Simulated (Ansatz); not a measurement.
Reaction (ligand exchange at a B–S bond): `CCBS[SiH3]` + CH₃NH₂ → `CCBNC` + `[SiH3]S`

Calculated with Ansatz (gas phase, PBE0-D4/def2-TZVP geometries, no zero-point term in ΔE). CBS: MP2 limit from def2 TZ/QZ plus the TZ coupled-cluster correction, frozen cores. DFT in def2-TZVPP. B3LYP here is the variant with VWN-RPA as its local correlation; programs differ in this. One conformer a species, not always the lowest.

```
             level  ΔE (eV)
           PBE0-D4    -0.60
          B3LYP-D4    -0.65
              PBE0    -0.62
   CCSD/def2-TZVPP    -0.65
CCSD(T)/def2-TZVPP    -0.63
     HF/def2-QZVPP    -0.65
    MP2/def2-QZVPP    -0.59
     MP2/CBS(def2)    -0.58
```

(1) What does CCSD(T)/CBS give? (Best estimate.)

Largest T1 diagnostic among the species: 0.012.

Answers

(1) Computed: -0.62 eV. The listed levels differ from it by 0.02, -0.03, 0.00, -0.03, -0.01, -0.03, 0.03, 0.04 eV.
